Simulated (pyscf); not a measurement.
PySCF, gas phase, ωB97X-D3(BJ)/def2-SVP geometries.

### Question
For HO–SiH₂–SiH(OH)–OH → HO–Si:–OH [singlet] + HO–SiH₃, a 1,1-elimination (singlet surface; Si–Si, H–Si broken, H–Si formed), PBE/def2-TZVP gives ΔE‡ = 39.5 kcal/mol and ΔE = +25.5 kcal/mol (zero: the reactant's lowest minimum found). In which direction and how far do PBE0-D3(BJ)/def2-TZVP, M06-2X/def2-TZVP, ωB97M-D3(BJ)/def2-TZVP move these?

### Answer
PBE0-D3(BJ): ΔE‡ = 43.7 kcal/mol, ΔE = +30.5 kcal/mol; M06-2X: ΔE‡ = 46.3 kcal/mol, ΔE = +26.0 kcal/mol; ωB97M-D3(BJ): ΔE‡ = 44.4 kcal/mol, ΔE = +23.3 kcal/mol. PBE's barrier lies under all of them, by 4.3 to 6.8 kcal/mol. Its reaction energy lies among theirs. On the reactant side the descent ends in a point that may be a rotor saddle (no frequency run), 1.0 kcal/mol over the lowest minimum found and 46.8 kcal/mol under the saddle at ωB97X-D3(BJ)/def2-TZVP. At ωB97X-D3(BJ)/def2-TZVP the barrier from the zero used here is 47.8 kcal/mol. HO–SiH₂–SiH(OH)–OH lies 38.0 kcal/mol over its isomer HO–SiH(OH)–O–SiH₃ (electronic energy, ωB97M-D3(BJ)/def2-TZVP). One saddle was located; it need not be the lowest between these sides.
